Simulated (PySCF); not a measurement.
A structure optimised at PBE0-D3(BJ)/def2-SVP, used in a PySCF frequency run:

```
Ge
O 1 1.7860
C 2 1.3958 1 119.93
H 3 1.1022 2 108.77 1 180.00
H 3 1.1085 4 107.43 2 122.34
H 3 1.1085 4 107.43 5 115.32
H 1 1.5472 2 108.31 3 -59.27
H 1 1.5472 7 109.38 2 -117.86
C 1 1.9355 7 112.71 8 -126.23
H 9 1.0990 1 109.86 7 -58.01
H 9 1.0990 10 108.73 1 120.25
H 9 1.0996 10 108.88 11 118.50
```
Charge 0, spin multiplicity 1.

Q: Write its SMILES, formula and point group.

A: C[O][GeH2][CH3], C2H8GeO, Cs

Q: What are its rotational constants (standard atomic weights)?

A: 12.188, 2.7894, 2.4091 GHz
